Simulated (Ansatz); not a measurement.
Consider the ligand exchange at the Al–Br bond: `[OH][Al]([OH])[Br]` + CH₃OH → `C[O][Al]([OH])[OH]` + HBr.

Calculated with Ansatz (gas phase, PBE0-D4/def2-TZVP geometries, no zero-point term in ΔE). CCSD(T)/CBS is the MP2 limit (def2-TZVPP, def2-QZVPP) plus CCSD(T) − MP2 in def2-TZVPP, frozen cores. This one scheme is used for every species. Functionals use def2-TZVPP. B3LYP here is the variant with VWN-RPA as its local correlation; programs differ in this. HSE06 is defined as in plane-wave codes. For Br outer-core shells are correlated without core-valence functions, which leaves a few kJ/mol of doubt a bond. Scalar relativity is left out up to krypton. Each species was taken in one conformer, which may not be the lowest.

`[OH][Al]([OH])[Br]`:

Z-matrix (Å, degrees):
```
Al
O 1 1.680
Br 1 2.252 2 120.9
O 1 1.680 2 118.2 3 180.0
H 2 0.956 1 122.6 3 0.0
H 4 0.956 1 122.6 2 180.0
```

CH₃OH:

```xyz
6

C     0.346    0.036    0.075
O    -1.042    0.195    0.252
H     0.836    0.550    0.903
H     0.702    0.484   -0.861
H     0.653   -1.017    0.099
H    -1.495   -0.248   -0.468
```

`C[O][Al]([OH])[OH]`:

```xyz
10

C     0.511   -0.994   -1.449
O     0.756   -0.307   -0.255
Al   -0.204    0.548    0.823
O     0.474    1.259    2.197
O    -1.860    0.693    0.525
H    -0.545   -0.965   -1.741
H     0.807   -2.043   -1.345
H     1.101   -0.557   -2.261
H     1.406    1.197    2.397
H    -2.447    1.169    1.108
```

HBr:

```xyz
2

Br   -0.299   -0.368   -0.529
H     0.299    0.368    0.529
```

Question: Is it downhill or uphill in electronic energy at CCSD(T)/CBS, and by how much? (An estimate is asked.)

Answer: The calculation gave: Uphill: ΔE = +31.3 kJ/mol.

Question: What do these levels give: B3LYP-D4, r2SCAN0-D4, HSE06-D4, B2PLYP, PBE, BLYP, r2SCAN, PBE0, HSE06, CCSD/def2-TZVPP, SCS-MP2/def2-QZVPP, MP2/CBS(def2)? (An estimate is asked.)

Answer: The calculation gave: B3LYP-D4 25.0, r2SCAN0-D4 34.2, HSE06-D4 37.1, B2PLYP 26.6, PBE 34.4, BLYP 23.3, r2SCAN 32.3, PBE0 37.2, HSE06 37.7, CCSD/def2-TZVPP 26.9, SCS-MP2/def2-QZVPP 28.7, MP2/CBS(def2) 34.1 kJ/mol.

Largest T1 diagnostic among the species: 0.012.

Leaving LDA and LC-ωPBE aside and taking each functional with its dispersion term where it has one, the values, not all of them listed here, spread over 15.5 kJ/mol, from BLYP-D4 to HSE06-D4. LDA lies −7.0 kJ/mol from PBE without D4. In def2-TZVPP, CCSD(T) changes the Hartree–Fock value by −6.6 kJ/mol (the triples alone add +0.3 kJ/mol) and MP2 by −3.9 kJ/mol. From BLYP to BHLYP (50 % exact exchange), in def2-TZVPP and without D4, ΔE moves by +4.6 kJ/mol.
